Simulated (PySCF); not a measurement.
**Successive ionisation energies of europium**

Calculated with PySCF 2.14, two-component X2C-1e (Gaussian nucleus, no Breit or QED terms), each ion in its own even-tempered basis; GMP2 freezes the deep shells of the larger ions and drops the highest virtual spinors; eV.

```tsv
ion	configuration	GHF (spin-free)	GHF (screened spin-orbit)	GMP2 (screened spin-orbit)	NIST	kind
Eu⁴⁶⁺	[Ne] 3s2 3p5	3970.6	3923.6	3924.7	3921 ± 4	theoretical
Eu⁴⁷⁺	[Ne] 3s2 3p4	4067.5	4032.5	4032.8	4031 ± 4	theoretical
Eu⁴⁸⁺	[Ne] 3s2 3p3	4198.2	4133.8	4134.1	4131 ± 4	theoretical
Eu⁴⁹⁺	[Ne] 3s2 3p2	4296.8	4403.4	4405.3	4400 ± 4	theoretical
Eu⁵⁰⁺	[Ne] 3s2 3p1	4396.7	4517.7	4517.9	4513 ± 4	theoretical
Eu⁵¹⁺	[Ne] 3s2	4732.4	4732.2	4735.9	4729 ± 4	theoretical
Eu⁵²⁺	[Ne] 3s1	4841.1	4840.8	4841.5	4838 ± 4	theoretical
Eu⁵³⁺	[Ne]	11092.0	10889.5	10891.1	10880 ± 5	theoretical
Eu⁵⁴⁺	[He] 2s2 2p5	11361.6	11164.4	11166.0	11153 ± 5	theoretical
Eu⁵⁵⁺	[He] 2s2 2p4	11633.8	11466.0	11466.0	11457 ± 5	theoretical
Eu⁵⁶⁺	[He] 2s2 2p3	11997.8	11748.0	11747.9	11739 ± 5	theoretical
Eu⁵⁷⁺	[He] 2s2 2p2	12276.7	12735.3	12737.6	12718 ± 6	theoretical
```

Task: Where is the largest relative jump?

Result: From Eu⁵²⁺ to Eu⁵³⁺: 4841.5 to 10891.1 eV, where the electron removed from [Ne] comes from a deeper shell or subshell.
